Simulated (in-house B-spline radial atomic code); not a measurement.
# Removing one electron from the nickel ion Ni²⁴⁺

Closed shell [He] 2s2. Computed with an all-electron radial atomic-structure program (B-spline basis): Koopmans values of Dirac-Hartree-Fock plus a diagonal self-energy, in second order or with its direct term screened (direct RPA, with the hole-particle interaction, or full time-dependent Hartree-Fock), linearised in energy; no-pair Dirac-Coulomb Hamiltonian, finite nucleus. Shifts add to the Koopmans value (the ΔSCF shift is orbital relaxation alone); the final value takes TDHF screening with Breit and QED.

Command:
```bash
python run_mb.py task.json out
```
Settings (nuclear radius in fm, box in bohr, cutoff in hartree):
```
basis_form          2
Z                   28
core_configuration  [He] 2s2
rms_radius          3.7757
mass_number         58
speed_of_light      137.036
box_radius          4.145
lmax                7
intervals           59
virtual_cutoff      3136.0
```

Cost of the run: 0.8 s on 1 thread of Intel(R) Xeon(R) Platinum 8488C, with other jobs on the host.

Energies in eV:

| subshell | Koopmans | ΔSCF shift | second order | direct RPA | hole-particle | TDHF | Breit + QED | final |
| --- | --- | --- | --- | --- | --- | --- | --- | --- |
| 2s1/2 | 2290.19 | -0.292 | ? | ? | ? | ? | ? | ? |

Q: What does the self-energy do to 2s1/2?

A: It shifts the removal energy by 4.463 eV in second order, 2.149 with direct RPA, 2.797 with the hole-particle term and 4.471 with TDHF screening (quasi-particle weight 0.981); Breit and QED add -1.378 eV. The final value is 2293.28 eV, against 2295.6 ± 2.1 eV (NIST, semi-empirical). The mixing of s² with p² in the ground state is caught to low order only, which falls short in light ions.
